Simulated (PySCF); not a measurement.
**Ionising NaTl**

PBE0; PySCF, scalar-relativistic core potentials, basis sets Na cc-pVDZ, Tl cc-pVDZ-PP with ECP60. Neutral (UKS): singlet (closed shell), Re = 3.268 Å, ωe = 137 cm⁻¹, De = 0.74 eV, HOMO -3.41 eV, LUMO -1.63 eV.

NaTl⁺ (UKS): doublet (σ ↑), Re = 3.612 Å, ωe = 92.0 cm⁻¹. The energies at the minima are -334.69645 hartree for NaTl and -334.51779 for NaTl⁺.

Question: Work out the adiabatic ionisation energy, without and with harmonic zero-point energies (1 hartree = 27.2114 eV, 1 eV = 8065.5 cm⁻¹), and the change of the bond length.

Answer: At PBE0: 0.17866 hartree = 4.862 eV between the minima; the zero-point term (92.0 − 137.0)/2 cm⁻¹ = -0.003 eV makes it 4.859 eV. Re changes by +34.4 pm against the neutral. Minus the HOMO energy is 3.41 eV, -1.45 eV from the value between the minima; self-interaction puts the Kohn–Sham level too high, less so with exact exchange. The electron leaves a σ orbital, and the longer bond of the ion fits a bonding orbital, or a change in how ionic the bond is.

Closed-shell solutions of metal pairs were not tested for spin polarisation, which can lower them a little. Spin–orbit coupling is left out, which matters for elements this heavy, above all for dissociation energies. States were picked by a PBE0 search and need not be the measured ground states.
